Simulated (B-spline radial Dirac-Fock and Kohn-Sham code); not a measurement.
# Relativistic shifts of the levels of Pt⁵⁺

System: Pt⁵⁺, [Xe] 4f14 5d5.

Both columns are ΔSCF binding energies of the configuration average from a radial atomic solver: non-relativistic Hartree-Fock with a point nucleus, and Dirac-Fock with a finite nucleus and the Coulomb interaction alone, averaged over the two j levels with weights 2j+1.

| shell | Hartree-Fock (eV) | Dirac-Fock (eV) | shift (eV) | shift (%) |
| --- | --- | --- | --- | --- |
| 1s | 71723.9 | 78889.1 | +7165.28 | +9.99 |
| 2s | 12104.5 | 14022.4 | +1917.89 | +15.84 |
| 2p | 11611.0 | 12255.1 | +644.05 | +5.55 |
| 3s | 2918.3 | 3396.8 | +478.47 | +16.40 |
| 3p | 2686.6 | 2867.2 | +180.55 | +6.72 |
| 3d | 2258.9 | 2239.6 | -19.28 | -0.85 |
| 4s | 695.3 | 815.2 | +119.86 | +17.24 |
| 4p | 594.9 | 637.5 | +42.56 | +7.15 |
| 4d | 411.4 | 405.7 | -5.73 | -1.39 |
| 4f | 165.3 | 151.6 | -13.71 | -8.30 |
| 5s | 163.1 | 185.4 | +22.26 | +13.65 |
| 5p | 128.1 | 134.3 | +6.18 | +4.82 |
| 5d | 75.73 | 74.03 | -1.70 | -2.25 |

Relativity binds 1s, 2s, 2p, 3s, 3p, 4s, 4p, 5s, 5p more strongly, among those listed most of all 4s in relative terms, and 3d, 4d, 4f, 5d more weakly, because the contracted s and p shells screen the nucleus better.

Values without a named source are computed, but for edge energies of neutral atoms, which are taken from tables.
